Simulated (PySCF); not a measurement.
## Radial density of Mg²⁺ (magnesium, charge +2)

UHF, [Ne], closed-shell 1S. All numbers are calculated (PySCF 2.14, the spin-free X2C one-electron Hamiltonian (Gaussian nucleus), in cc-pVTZ-DK).

```json
{"r (bohr)": "0.00188", "4πr²ρ (e/bohr)": "0.05292"}
{"r (bohr)": "0.00316", "4πr²ρ (e/bohr)": "0.1399"}
{"r (bohr)": "0.00531", "4πr²ρ (e/bohr)": "0.3652"}
{"r (bohr)": "0.00893", "4πr²ρ (e/bohr)": "0.9266"}
{"r (bohr)": "0.0150", "4πr²ρ (e/bohr)": "2.229"}
{"r (bohr)": "0.0253", "4πr²ρ (e/bohr)": "4.875"}
{"r (bohr)": "0.0425", "4πr²ρ (e/bohr)": "9.080"}
{"r (bohr)": "0.0715", "4πr²ρ (e/bohr)": "12.92"}
{"r (bohr)": "0.120", "4πr²ρ (e/bohr)": "12.11"}
{"r (bohr)": "0.202", "4πr²ρ (e/bohr)": "7.789"}
{"r (bohr)": "0.340", "4πr²ρ (e/bohr)": "9.016"}
{"r (bohr)": "0.572", "4πr²ρ (e/bohr)": "10.80"}
{"r (bohr)": "0.962", "4πr²ρ (e/bohr)": "4.810"}
{"r (bohr)": "1.62", "4πr²ρ (e/bohr)": "0.5168"}
{"r (bohr)": "2.72", "4πr²ρ (e/bohr)": "0.006376"}
{"r (bohr)": "4.58", "4πr²ρ (e/bohr)": "1.455e-05"}
```

Densities and radii are taken from the X2C orbitals without a picture-change correction, which distorts them close to the nucleus.
